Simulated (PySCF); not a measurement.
The free ion Tc2+ in its d5 configuration.

Method (PySCF 2.14, density fitting): CASSCF(5,5) with orbitals averaged over all microstates of the shell, strongly contracted NEVPT2 on the averaged canonical orbitals; basis x2c-TZVPall; spin-free X2C; gas phase; spin-orbit coupling by state interaction with the mean-field operator over all roots.

Q: Which term lies lowest, and with what spin?

A: 6S (S = 5/2, orbital degeneracy 1), by NEVPT2.

Q: Which is the lowest state of another spin?

A: 4G at 21889 cm⁻¹ by NEVPT2; CASSCF alone puts it at 24197 cm⁻¹ above the same ground state.

Q: What are the magnetic parameters?

A: The lowest spin-orbit level is 6-fold with J = 5/2; the next lies at 21714.5 cm⁻¹. μeff is 5.92 μB at 300 K and 5.92 μB at 10 K; the spin-only value is 5.92 μB.

The job took 11 s on one thread of AMD EPYC 7R43 64-Core Processor (shared host), with 63 basis functions, launched as `OMP_NUM_THREADS=1 python lf_run.py task.json out`.
